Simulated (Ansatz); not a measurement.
Relaxation of BClFH3O2 (8 atoms, charge 0, multiplicity 1), to a largest force component of 0.03 eV/Å in at most 50 steps.

The calculation used RKS CAM-B3LYP-D4/def2-SVP in Ansatz.

```xyz
8
Properties=species:S:1:pos:R:3
B -0.180 -0.303 -0.018
O -0.063 -0.492 1.350
H -0.922 -0.563 1.785
O 0.902 -0.355 -0.805
H 1.715 -0.501 -0.308
Cl -1.783 -0.161 -0.754
F 0.230 2.096 0.656
H 0.447 1.650 1.437
```

**Question.** Where does it end, and by what steps?

**Answer.** The run converged. After 18 steps the energy has fallen by 0.398 eV; F7 moved furthest, 1.48 Å.

```
step  energy less start (eV)  largest force component (eV/Å)  accepted
   0                  0.0000                           0.661       yes
   1                 -0.0062                           1.756       yes
   2                 -0.0510                           1.827       yes
   3                 -0.1031                           0.359       yes
   4                 -0.0998                           0.644        no
   5                 -0.1205                           0.197       yes
   6                 -0.1279                           0.213       yes
   7                 -0.1411                           0.529       yes
   8                 -0.1691                           0.835       yes
   9                 -0.2330                           0.659       yes
  10                 -0.3041                           0.497       yes
  11                 -0.3321                           0.886       yes
  12                 -0.3735                           0.399       yes
  13                 -0.3917                           0.190       yes
  14                 -0.3975                           0.069       yes
  15                 -0.3978                           0.149       yes
  16                 -0.3981                           0.039       yes
  17                 -0.3981                           0.035        no
  18                 -0.3982                           0.008       yes
```

```xyz
8
Properties=species:S:1:pos:R:3
B -0.377 -0.391 -0.097
O -0.552 0.149 1.160
H -1.338 -0.152 1.629
O 0.675 -0.046 -0.833
H 1.247 0.597 -0.369
Cl -1.575 -1.543 -0.703
F 1.534 1.573 1.118
H 0.731 1.185 1.438
```

Whether the end is a true minimum wasn't checked by a vibrational analysis.

Run time: 24 s on 4 threads of Arm Neoverse V1, on a shared host, peak memory 0.2 GiB.
